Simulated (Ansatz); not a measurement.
CH$_{3}$NO, charge +1, doublet, at a GFN2-xTB geometry (a state made from the parent by changing its charge; the spin is typed, not shown lowest); CAM-B3LYP/def2-SV(P) (Ansatz, a quantum-chemistry and plane-wave program).

The Ansatz input:
Ansatz 0.2 input:
```yaml
crystal:
  periodic: [false, false, false]
  atoms:
    - {symbol: N, position_ang: [-1.07509974, 0.20433876, 0.11666389]}
    - {symbol: C, position_ang: [0.21158204, 0.22817973, -0.04331831]}
    - {symbol: O, position_ang: [1.10820948, -0.55611055, -0.09405105]}
    - {symbol: H, position_ang: [-1.54880391, -0.69423290, 0.24305677]}
    - {symbol: H, position_ang: [-1.66441500, 1.03134451, 0.12637816]}
    - {symbol: H, position_ang: [0.60374895, 1.31232308, -0.17376392]}
basis:
  gaussian:
    orbitals: def2-SV_P_.json
hamiltonian:
  xc: cam_b3lyp
total_charge: 1
magnetization: {spin_polarized: true, initial_magnetization: 1}
```
The basis file holds def2-SV(P) in the JSON format of the Basis Set Exchange.

Output, abridged:

```
Functional definition: CAM-B3LYP
510 factors; integrals over basis functions are off by at most 1.4e-3 eV
144 factors; integrals over basis functions are off by at most 6.2e-6 eV
mean field evaluation 1: about -4598.7691 eV, gradient 4.5e1 eV
mean field evaluation 2: about -4597.9808 eV, gradient 5.0e1 eV
mean field evaluation 4: about -4606.9015 eV, gradient 3.8e0 eV
mean field evaluation 8: about -4607.1379 eV, gradient 1.2e-1 eV
mean field evaluation 16: about -4607.1384 eV, gradient 5.2e-4 eV
mean field -4607.13836875 eV, -169.3092122210 hartree, gradient 4.3e-5 eV, S^2 0.756487; 1 other end points of the search recorded, 0 dependent functions left out
reference -4607.13843987 eV, -169.3092148345 hartree; 12, 11 occupied and 36, 37 virtual orbitals, 510 factors
Total energy: -4607.13843987 eV, -169.3092148345 hartree
```
